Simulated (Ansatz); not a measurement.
```yaml
crystal:
  periodic: [false, false, false]
  atoms:
    - {symbol: C, position_ang: [-0.307130, 1.039491, -0.027084]}
    - {symbol: O, position_ang: [-0.697894, 0.106278, 1.243033]}
    - {symbol: Ge, position_ang: [-0.477907, -1.684014, 1.300432]}
    - {symbol: S, position_ang: [0.714100, -2.349340, -0.620772]}
    - {symbol: H, position_ang: [0.760528, 0.947681, 0.069705]}
    - {symbol: H, position_ang: [-0.394486, 0.966914, -0.882644]}
    - {symbol: H, position_ang: [-0.704752, 2.092132, 0.341183]}
    - {symbol: H, position_ang: [1.009276, -1.083774, -1.179689]}
basis:
  gaussian: {orbitals: def2-mTZVP, fitting: {mean_field: def2-universal-jkfit}, nuclear_model: gaussian, point_charges: [{charge: 2.00, position_ang: [4.308, -0.444, -0.314]}]}
hamiltonian: {xc: {name: PBE0-DH}}
```

```sh
$ ansatz run in.yaml --threads 4 --pin off --events-out ev --progress --plain --max-ram 10444MiB
```

Shortened log:

```
Functional definition: PBE0-DH
618 factors; integrals over basis functions are off by at most 8.8e-1 eV
mean field evaluation 1: about -70476.1365 eV, gradient 4.6e1 eV
mean field evaluation 2: about -70476.1379 eV, gradient 4.6e1 eV
mean field evaluation 4: about -70480.5778 eV, gradient 1.4e1 eV
mean field evaluation 8: about -70480.9595 eV, gradient 6.3e-2 eV
mean field evaluation 16: about -70480.9597 eV, gradient 3.2e-5 eV
mean field -70480.95966174 eV, -2590.1274938585 hartree, gradient 8.1e-6 eV, S^2 0.000000; 0 other end points of the search recorded, 0 dependent functions left out
16 core orbitals not correlated: weight in the atoms' cores, before any rotation towards them, 1.000 or more for the frozen orbitals, at most 0.000 for the correlated occupied ones
reference -70480.95967910 eV, -2590.1274944966 hartree; 17, 17 occupied and 80, 80 virtual orbitals, 618 factors
second order -23.38669454 eV of doubles, -0.00000000 eV of singles
Total energy: -70483.88301592 eV, -2590.2349251432 hartree
```

Hardware: 4 threads of an Arm Neoverse V1 on a shared host. Wall time 1.5 s, peak host memory 0.4 GiB.
